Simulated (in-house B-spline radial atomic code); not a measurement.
How numerical settings move a run on Mo²⁺, [Kr] 4d4. Computed with an all-electron radial atomic-structure program (B-spline basis): Dirac-Kohn-Sham PBE0, spherical fractional occupations, Fermi nucleus of rms radius 4.4091 fm.

Command:
```bash
python run_scf.py task.json out
```
Settings of the sound reference run:
```
Z                42
electrons        40
configuration    [Kr] 4d4
hamiltonian      dirac
method           pbe0
spin_polarised   False
nucleus          fermi
rms_radius       4.4091
mass_number      98
atomic_mass      97.9054
speed_of_light   137.036
knot_spacing     0.22
spline_order     8
gauss_points     12
box_radius       22.22
max_iterations   70
damping          0.5
damped_steps     3
diis_vectors     10
tolerance        1e-08
start            Thomas-Fermi
```

Cost of the run: 1.5 s on 1 thread of Arm Neoverse V1, on a shared host.

It converges in 10 iterations to -4048.205948 hartree, with 4d5/2 at -20.5223 eV. The other runs change the listed settings, some to values that make no sense; their results aren't properties of the atom or ion. Radii are in bohr (the nuclear one in fm), a minus after a letter asks for a j subshell, and «unchanged» means within 1e-8 hartree. The run stops when the residual is below 10 × tolerance × max(1, Z/10), or a noise floor if that is larger, and the energy moves by less than 1e-8 × √|E| hartree; so very loose and very tight tolerances often act alike.

```tsv
changed settings	outcome
first_knot = 2.38e-05, max_iterations = 100, damping = 0.95	converged in 11 iterations, energy +1.32e-06 hartree from the reference, 4d5/2 level +5.4e-06 eV
spline_order = 7	converged in 10 iterations, energy +4.31e-07 hartree from the reference
method = scan,scan	stopped with error: meta-GGAs are not served with the Dirac Hamiltonian
box_radius = 0.89	converged in 8 iterations, energy +2.38e+02 hartree from the reference, 4d5/2 level +6.9e+02 eV (the program warns: 4d5/2 has a positive eigenvalue: unbound, held by the box; 3d3/2 has a positive eigenvalue: unbound, held by the box)
diis_vectors = 20	converged in 10 iterations, energy unchanged
diis_vectors = 4	converged in 9 iterations, energy unchanged, 4d5/2 level -9.7e-06 eV
diis_vectors = 0	converged in 19 iterations, energy unchanged, 4d5/2 level +6.1e-06 eV
first_knot = 2.38e-06, max_iterations = 75, damping = 0, damped_steps = 1	converged in 9 iterations, energy -4.67e-07 hartree from the reference, 4d5/2 level +1.5e-06 eV
max_iterations = 100, damping = 0, damped_steps = 8	converged in 15 iterations, energy unchanged, 4d5/2 level -6.7e-06 eV
electrons = 43, configuration = [Kr] 4d4 5s3, max_iterations = 75	stopped with error: shell 5s holds at most 2 electrons
spline_order = 5	converged in 10 iterations, energy +5.65e-05 hartree from the reference, 4d5/2 level -7.8e-06 eV
box_radius = 2.22	converged in 9 iterations, energy +3.70e+00 hartree from the reference, 4d5/2 level +3.1e+01 eV (the program warns: 4d5/2 has a positive eigenvalue: unbound, held by the box; 4d3/2 has a positive eigenvalue: unbound, held by the box)
spline_order = 3	converged in 10 iterations, energy +1.08e-01 hartree from the reference, 4d5/2 level -7.0e-03 eV
box_radius = 1.33	converged in 8 iterations, energy +4.79e+01 hartree from the reference, 4d5/2 level +2.0e+02 eV (the program warns: 4d5/2 has a positive eigenvalue: unbound, held by the box; 4s1/2 has a positive eigenvalue: unbound, held by the box)
box_radius = 11.11	converged in 10 iterations, energy +4.36e-08 hartree from the reference, 4d5/2 level +6.3e-06 eV
spline_order = 10	converged in 10 iterations, energy -1.31e-07 hartree from the reference, 4d5/2 level -4.5e-07 eV
spline_order = 4	converged in 10 iterations, energy +1.82e-03 hartree from the reference, 4d5/2 level -1.5e-04 eV
```

Problem. What happens with max_iterations = 50, damping = 0.8, tolerance = 1e-13?

Solution. Converged in 11 iterations, energy unchanged, 4d5/2 level +5.8e-06 eV.

Problem. What happens with electrons = 41, configuration = [Kr] 4d4 5s-1, max_iterations = 60?

Solution. Stopped with error: j subshells need the Dirac Hamiltonian and l > 0.

Problem. What happens with box_radius = 3.33?

Solution. Converged in 9 iterations, energy +3.05e-01 hartree from the reference, 4d5/2 level +5.0e+00 eV (the program warns: 4d5/2 reaches the box edge; 4s1/2 reaches the box edge).

Problem. What happens with diis_vectors = 1?

Solution. Not converged after 70 iterations, last residual 5.9e-07, last energy +9.96e-11 hartree from the reference.
